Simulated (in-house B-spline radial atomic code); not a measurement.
Configurations of neutral dysprosium, with energies counted from [Xe] (4f5/2)6 (4f7/2)4 6s2. All numbers are computed (Dirac-Hartree-Fock, average of each configuration as written; Fermi nucleus of rms radius 5.2218 fm) with a radial B-spline atomic code at the basis-set limit, not measured. Energies include first-order Breit, QED and recoil terms.

Occupations are held fixed; configurations that lie above the ionisation limit could autoionise.

| configuration | E - E(ref) (eV) | highest orbital | its <r> (bohr) |
| --- | --- | --- | --- |
| [Xe] (4f5/2)3 (4f7/2)7 6s2 | 2.8991 | 6s1/2 | 4.427 |
| [Xe] (4f5/2)5 (4f7/2)4 6s2 (6d5/2)1 | 5.4704 | 6d5/2 | 12.51 |
| [Xe] (4f5/2)4 (4f7/2)6 6s1 (8p1/2)1 | 6.8778 | 8p1/2 | 25.42 |
| [Kr] 4d10 (4f5/2)4 (4f7/2)6 5s2 (5p1/2)1 (5p3/2)4 (5d3/2)1 6s2 | 30.985 | 5d3/2 | 2.895 |
| [Kr] 4d10 (4f5/2)4 (4f7/2)6 5s2 (5p1/2)1 (5p3/2)4 6s2 (8d3/2)1 | 34.879 | 8d3/2 | 38.4 |
| [Kr] (4d3/2)4 (4d5/2)5 (4f5/2)6 (4f7/2)5 5s2 5p6 6s2 | 156.16 | 6s1/2 | 4.421 |
| [Kr] (4d3/2)4 (4d5/2)5 (4f5/2)3 (4f7/2)7 5s2 5p6 6s2 (7d3/2)1 | 167.15 | 7d3/2 | 23.61 |

Question: Order these further configurations by energy, lowest first.
A. [Xe] (4f5/2)1 (4f7/2)8 6s2 (8d5/2)1
B. [Xe] (4f5/2)3 (4f7/2)6 6s2 (6g7/2)1
C. [Kr] (4d3/2)3 (4d5/2)6 (4f5/2)6 (4f7/2)4 5s2 5p6 6s2 9s1
D. [Xe] (4f5/2)2 (4f7/2)8 6s2
E. [Kr] 4d10 (4f5/2)2 (4f7/2)8 5s2 (5p1/2)2 (5p3/2)3 6s2 (6d3/2)1

Answer: D (2.2402 eV), A (6.7022 eV), B (8.3547 eV), E (29.139 eV), C (172.42 eV).

Question: How far above the reference does [Xe] (4f5/2)4 (4f7/2)6 6s2 lie?

Answer: 2.7455 eV; its least bound orbital is 6s1/2 with <r> = 4.427 bohr.

Question: How far above the reference does [Xe] (4f5/2)3 (4f7/2)7 6s1 (9d5/2)1 lie?

Answer: 7.4801 eV; its least bound orbital is 9d5/2 with <r> = 58.49 bohr.

Question: How far above the reference does [Kr] 4d10 (4f5/2)4 (4f7/2)6 5s2 (5p1/2)2 (5p3/2)3 6s2 7s1 lie?

Answer: 28.746 eV; its least bound orbital is 7s1/2 with <r> = 10.3 bohr.
